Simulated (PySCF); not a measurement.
AlCl, SMILES [Al][Cl] (connectivity only; charge and spin as stated), charge +1, multiplicity 2.

Coordinates come from a PBE0-D3(BJ)/def2-TZVPD optimisation. The spin state was assumed, not searched.

These are PySCF with PBE0/def2-TZVPD values and carry that method's errors.

Gas-phase values at a fixed geometry.

```json
{
  "total_energy": "-702.10178 hartree",
  "point_group": "C∞v",
  "α spin, highest occupied and lowest empty level": "-14.76 and -8.31 eV",
  "β spin, highest occupied and lowest empty level": "-15.82 and -11.19 eV",
  "dipole_moment_about_the_centre_of_nuclear_charge": "5.57 D",
  "mean_static_polarisability": "35.0 bohr³ (5.19 Å³)",
  "polarisability_principal_values": "31.2, 31.2, 42.7 bohr³",
  "⟨S²⟩": "0.752 (pure state 0.75)"
}
```
